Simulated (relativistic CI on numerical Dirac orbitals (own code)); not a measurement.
From line strength to rate: Zr 4687.80 Å (air)

Problem. For 4d3.5s 5F_5 – 4d3.5p 5G°_6 of Zr a semi-empirical relativistic CI calculation gives the line strength S = 73.32 e²a₀² in the length gauge. The measured levels are 5888.93 and 27214.89 cm⁻¹ (NIST Handbook). Find gf, f, A and the partial lifetime.

Working.
1. σ = 27214.89 − 5888.93 = 21325.96 cm⁻¹, so the vacuum wavelength is 10⁸/σ = 4689.12 Å.
2. gf = 303.756 S/λ(Å) = 4.749, log gf = 0.677; with g = 11 for the lower level, f = 0.432.
3. A = 2.02613 × 10¹⁸ S/(g_u λ³) with g_u = 13: A = 1.11 × 10^8 s⁻¹.
4. The partial lifetime for this S is 1/A = 9.02 ns; in the calculation this line carries 100 % of the decay of the upper level.

Check. The Handbook lists A = 8.50 × 10^7 s⁻¹, a tabulated value with its own uncertainty (a few per cent for the best lines, 25 % or more for others); ours lies 30 % above it. The velocity form of the same calculation gives S = 95, and the gap between the two forms is a rough gauge of the error in S. A miss this large is common for lines of near-neutral atoms, where core polarisation and correlation outside the CI space change S. With the computed energy (18709 cm⁻¹) in place of the measured one the rate would change by the factor (σ_calc/σ)³ = 0.68.
